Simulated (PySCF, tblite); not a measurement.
Isomers of C4H5N2O (doublet state). Computed with GFN2-xTB (tblite): harmonic, unscaled wavenumbers at the GFN2-xTB geometry, gas phase. This tight-binding method is rough: wavenumbers can miss measured ones by several per cent, in bad cases by 10 to 20. One conformer each. Open shells enter through the occupations alone, without spin polarisation, and single modes of such species can be off by tens of per cent.

Electronic energies: B3LYP/pcH-1 single points on the GFN2-xTB geometries (PySCF, gas phase).

```
         SMILES  electronic energy, lowest = 0 (kcal/mol)
  OCC1=NC[C]=N1                                      48.1
 CNC(=O)[CH]C#N                                       0.0
O[CH]c1cn[nH]c1                                      20.7
```

Question: How do GFN2-xTB zero-point energies change the relative energies?

Answer: 
| SMILES | ZPE (kcal/mol) | of it from modes above 1550 cm⁻¹ | electronic (kcal/mol) | with ZPE, lowest = 0 (kcal/mol) | lowest mode (cm⁻¹) | rings |
| --- | --- | --- | --- | --- | --- | --- |
| CNC(=O)[CH]C#N | 53.1 | 27.7 | 0.0 | 0.0 | 65 | 0 |
| O[CH]c1cn[nH]c1 | 54.9 | 23.6 | 20.7 | 22.5 | 148 | 1 |
| OCC1=NC[C]=N1 | 53.8 | 26.3 | 48.1 | 48.8 | 57 | 1 |

The zero-point energies span 1.8 kcal/mol, from `CNC(=O)[CH]C#N` to `O[CH]c1cn[nH]c1`. The order is unchanged.

Question: And how do the electronic energies of GFN2-xTB itself compare?

Answer: `CNC(=O)[CH]C#N` 11.0; `O[CH]c1cn[nH]c1` 0.0; `OCC1=NC[C]=N1` 36.8 kcal/mol, lowest = 0. Against the energies above, taken from the same isomer `CNC(=O)[CH]C#N`, the largest difference is 31.7 kcal/mol.
